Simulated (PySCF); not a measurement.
Job file and geometry (Å, from GFN2-xTB) of an NMR shielding run on `F/C(=C/BC#CC)OC`, C6H8BFO, GIAO PBE0/pcSseg-1 NMR shielding, non-relativistic, gas phase (PySCF); density fitting, a coarse starting grid and PySCF grid level 2 are the driver's defaults:

```
$ OMP_NUM_THREADS=1 python probes_run.py task.json out

{"job": {"kind": "nmr", "xc": "PBE0", "basis": "pcSseg-1"}, "charge": 0, "multiplicity": 1}
C      4.473715     0.054034     0.609111
C      3.087604    -0.047019     0.212197
C      1.930190    -0.136331    -0.125483
B      0.495986    -0.251483    -0.552014
C     -0.598195     0.291641     0.376571
C     -1.907183     0.249530     0.106108
F     -2.804449     0.760982     0.988180
O     -2.468114    -0.260733    -0.984112
C     -3.878734    -0.221966    -1.100040
H      4.562763     0.541207     1.580542
H      4.912673    -0.942430     0.668782
H      5.027552     0.633341    -0.130245
H      0.221913    -0.748914    -1.576724
H     -0.349804     0.751649     1.323060
H     -4.106287    -0.688500    -2.055677
H     -4.248022     0.807211    -1.092434
H     -4.358606    -0.780192    -0.291337
```

Question: What does the program print?

Answer: 
```
coarse grid: 14736 points
cycle   1  E = -432.5457560586  dE =  1.273e+00  |g| = 7.907e-01  |ddm| = 3.921e+00
cycle   2  E = -432.3732589519  dE =  1.725e-01  |g| = 1.188e+00  |ddm| = 1.449e+00
cycle   3  E = -432.6713238357  dE = -2.981e-01  |g| = 2.133e-01  |ddm| = 9.670e-01
cycle   4  E = -432.6806110506  dE = -9.287e-03  |g| = 9.476e-02  |ddm| = 2.253e-01
cycle   5  E = -432.6825831888  dE = -1.972e-03  |g| = 2.940e-02  |ddm| = 8.334e-02
cycle   6  E = -432.6827817006  dE = -1.985e-04  |g| = 7.926e-03  |ddm| = 2.599e-02
cycle   7  E = -432.6827936552  dE = -1.195e-05  |g| = 2.719e-03  |ddm| = 7.230e-03
cycle   8  E = -432.6827952903  dE = -1.635e-06  |g| = 5.493e-04  |ddm| = 2.415e-03
final grid: 144248 points
cycle   9  E = -432.7527565037  dE = -4.027e-05  |g| = 1.133e-02  |ddm| = 3.706e-02
cycle  10  E = -432.7527332841  dE =  2.322e-05  |g| = 1.624e-02  |ddm| = 1.688e-02
cycle  11  E = -432.7527815691  dE = -4.829e-05  |g| = 1.989e-03  |ddm| = 1.019e-02
cycle  12  E = -432.7527824444  dE = -8.752e-07  |g| = 3.226e-04  |ddm| = 1.661e-03
cycle  13  E = -432.7527824606  dE = -1.624e-08  |g| = 1.566e-04  |ddm| = 3.245e-04
cycle  14  E = -432.7527824650  dE = -4.437e-09  |g| = 4.756e-05  |ddm| = 1.274e-04
cycle  15  E = -432.7527824655  dE = -5.014e-10  |g| = 2.181e-05  |ddm| = 5.024e-05
converged SCF energy = -432.7527824655

GIAO shielding tensors (ppm)
atom      isotropic    diamagn.    paramagn.     s11        s22        s33       span
  0 C      179.213     251.807     -72.594    172.118    173.311    192.211     20.093
  1 C       49.765     277.276    -227.510    -17.954      7.823    159.426    177.380
  2 C       86.343     255.407    -169.064     -7.073     -5.920    272.022    279.096
  3 B       52.135     197.298    -145.163     -6.223     28.833    133.794    140.017
  4 C       93.226     258.489    -165.264     15.016    100.646    164.016    148.999
  5 C        4.463     257.725    -253.262    -89.131     47.469     55.053    144.184
  6 F      229.538     476.728    -247.190    152.095    256.980    279.540    127.445
  7 O      208.531     401.459    -192.929    105.538    246.705    273.348    167.810
  8 C      131.634     239.491    -107.858    104.051    110.423    180.427     76.376
  9 H       29.428      29.260       0.168     24.393     28.034     35.857     11.463
 10 H       29.381      26.954       2.427     24.823     27.657     35.662     10.840
 11 H       29.386      26.718       2.669     24.830     27.658     35.671     10.841
 12 H       25.581      32.262      -6.681     22.544     25.058     29.140      6.597
 13 H       26.546      33.750      -7.204     23.962     24.737     30.940      6.978
 14 H       27.746      26.618       1.129     23.862     26.025     33.353      9.492
 15 H       27.693      26.387       1.306     24.050     25.613     33.415      9.365
 16 H       27.696      26.510       1.186     24.057     25.610     33.420      9.363
```

Size and cost of the density-fitted run: 193 basis functions, 35 s wall time on 1 thread of an Arm Neoverse V2, shared host; peak memory 0.99 GiB.
